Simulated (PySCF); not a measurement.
Species: C₃H₁₀SSi.
Bonds: C1–C2, C2–C3, C3–S4, S4–Si5. Hydrogens: H6, H7, H8 on C1; H9, H10 on C2; H11, H12 on C3; H13, H14, H15 on Si5.

The same species was optimised twice, with GFN2-xTB and with PBE0-D3(BJ)/def2-SVP (PySCF), and the same property calculations (PySCF, gas phase) were run on both structures.

```tsv
coordinate	GFN2-xTB	PBE0-D3(BJ)/def2-SVP	change
Si5–H14 (Å)	1.451	1.491	+0.040
Si5–H15 (Å)	1.459	1.496	+0.037
Si5–H13 (Å)	1.461	1.496	+0.035
C1–H8 (Å)	1.088	1.102	+0.014
C1–H6 (Å)	1.088	1.101	+0.013
C1–H7 (Å)	1.087	1.100	+0.013
C3–H12 (Å)	1.090	1.102	+0.012
C2–H9 (Å)	1.093	1.104	+0.011
C3–H11 (Å)	1.090	1.101	+0.011
C2–H10 (Å)	1.094	1.104	+0.010
C3–S4 (Å)	1.831	1.836	+0.005
C1–C2 (Å)	1.522	1.519	-0.003
S4–Si5 (Å)	2.139	2.140	+0.001
C2–C3 (Å)	1.520	1.521	+0.001
S4–Si5–H13 (°)	110.3	113.7	+3.4
H13–Si5–H14 (°)	112.1	108.8	-3.3
H14–Si5–H15 (°)	113.6	110.5	-3.1
S4–Si5–H15 (°)	106.9	109.9	+3.0
S4–Si5–H14 (°)	103.5	105.9	+2.4
H9–C2–H10 (°)	107.8	105.5	-2.3
H13–Si5–H15 (°)	110.1	108.1	-2.0
H11–C3–H12 (°)	109.0	107.0	-2.0
C1–C2–C3–S4 (°)	61	60	-1
C2–C3–S4–Si5 (°)	69	68	-1
```

Rotational constants: A = 4892, B = 1720, C = 1567 MHz (GFN2-xTB) against A = 4768, B = 1714, C = 1550 MHz (PBE0-D3(BJ)/def2-SVP). Point groups within 0.08 Å: C1 and C1.

On the GFN2-xTB structure: lowest singlet, TDDFT (eV) 5.58 [PBE0/def2-SVPD]; isotropic polarisability (au) 85.5 [PBE0/def2-SVPD]; HOMO (eV) -6.78 [PBE0/def2-SVPD]; LUMO (eV) 0.15 [PBE0/def2-SVPD]; dipole (D) 1.65 [PBE0/def2-SVPD].

**Question.** What do these properties become on the PBE0-D3(BJ)/def2-SVP structure?

**Answer.** 
| property | level | on GFN2-xTB | on PBE0-D3(BJ)/def2-SVP | change |
| --- | --- | --- | --- | --- |
| lowest singlet, TDDFT (eV) | PBE0/def2-SVPD | 5.58 | 5.59 | +0.01 |
| isotropic polarisability (au) | PBE0/def2-SVPD | 85.5 | 87.4 | +1.9 |
| HOMO (eV) | PBE0/def2-SVPD | -6.78 | -6.92 | -0.14 |
| LUMO (eV) | PBE0/def2-SVPD | 0.15 | 0.12 | -0.03 |
| dipole (D) | PBE0/def2-SVPD | 1.65 | 1.68 | +0.03 |
| energy, GFN2-xTB geometry as zero (kcal/mol) | PBE0/def2-SVPD | 0.0 | -2.0 | -2.0 |

The heavy atoms differ by 0.025 Å rms after alignment. Among all bonds Si5–H14 changes most (+0.040 Å). Changes are differences of the printed values. Neither structure is proved a minimum here.

Shape of the structure used: `[CH3:1][CH2:2][CH2:3][S:4][SiH3:5]`: C1–C2–C3–S4 60°, C2–C3–S4–Si5 68°.
